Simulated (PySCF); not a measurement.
**Excitation energy of B²⁺ by level of theory**

B²⁺ [He] 2s1 (2S) → B²⁺ [He] 3d1 (2D), as a difference of total energies. Calculation: PySCF 2.14, in aug-cc-pVDZ-DK; scalar relativity by spin-free X2C-1e. The calculations carry no spin-orbit coupling.

| method | excitation energy (cm⁻¹) |
| --- | --- |
| UHF | 195710 |
| PBE | 191190 |
| PBE0 | 192590 |
| TPSSh | 191760 |
| B3LYP | 192670 |
| PBEsol | 190410 |
| HSE06 | 192440 |

**Question.** Estimate what LDA gives.

**Answer.** 191770 cm⁻¹, closest to TPSSh among the rows shown.

**Question.** Estimate what r2SCAN gives.

**Answer.** 191160 cm⁻¹, closest to PBE among the rows shown.

The promoted electron is Rydberg-like, and one or two diffuse shells describe it only roughly, which tends to raise the upper state.
